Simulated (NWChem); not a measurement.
# C4H5FO; SMILES FC(=C=C)OC

```xyz
11

C      0.6670    -2.2354     0.0000
C      0.0712    -1.0692     0.0000
C     -0.5408     0.0962     0.0000
F     -1.8592     0.2018     0.0000
O      0.0003     1.3144     0.0000
C      1.4051     1.3790     0.0000
H      0.9286    -2.7541     0.9324
H      0.9286    -2.7541    -0.9324
H      1.6715     2.4427     0.0000
H      1.8257     0.8910     0.8956
H      1.8257     0.8910    -0.8956
```
Atoms are numbered in this order, from 1.

Program: NWChem. The geometry was optimised at PBE0/def2-SVP. Level: B3LYP/def2-SVP with COSMO at NWChem's default radii, gas-phase geometry; rows give the dielectric constant.

```csv
dielectric constant,electrostatic solvation energy (kcal/mol),dipole in solution (D)
1.5,-1.0,2.75
2.0,-1.6,2.85
2.4,-1.8,2.91
46.7,-3.3,3.21
78.4,-3.3,3.22
```
